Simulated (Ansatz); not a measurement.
A made-up structure of CH$_{3}$Zn, doublet:

```xyz
5
angstrom
C -0.4246 -0.8210 0.0703
Zn 0.5543 1.0717 -0.0916
H -0.2151 -1.6208 0.9663
H -1.2574 -1.2260 -0.7227
H 1.3428 2.5962 -0.2222
```

It is relaxed with PBE-D4/def2-SVP and then PBE0-D4/def2-TZVP (Ansatz 0.2.0). Atoms count as bonded within 1.22 times the sum of their covalent radii (H–H: 0.88 Å). The end point is not checked to be a true minimum.

Does its bonding change? (A judgement: the text doesn't fix the answer.)

By the calculation: No: no bond forms or breaks.

Where it ends: The first stage lowers the energy by 0.77 eV in 4 steps. It ends as CH₃Zn ([CH2][ZnH]):
```json
{"atom": "C1", "x (Å)": "-0.3792", "y (Å)": "-0.7328", "z (Å)": "0.0628"}
{"atom": "Zn2", "x (Å)": "0.4950", "y (Å)": "0.9570", "z (Å)": "-0.0819"}
{"atom": "H3", "x (Å)": "-0.1922", "y (Å)": "-1.4472", "z (Å)": "0.8626"}
{"atom": "H4", "x (Å)": "-1.1226", "y (Å)": "-1.0950", "z (Å)": "-0.6451"}
{"atom": "H5", "x (Å)": "1.1990", "y (Å)": "2.3181", "z (Å)": "-0.1984"}
```

Labels in which every atom is bracketed show which atoms are joined, not bond orders.

For scale, one of the runs: PBE0-D4/def2-TZVP relaxation, 97 basis functions, launched by `ansatz run in.yaml --threads 2 --pin off --events-out ev --progress --plain --max-ram 4352MiB`. Hardware: 2 CPU threads of an Arm Neoverse V2, shared host. Wall time about 10 s.
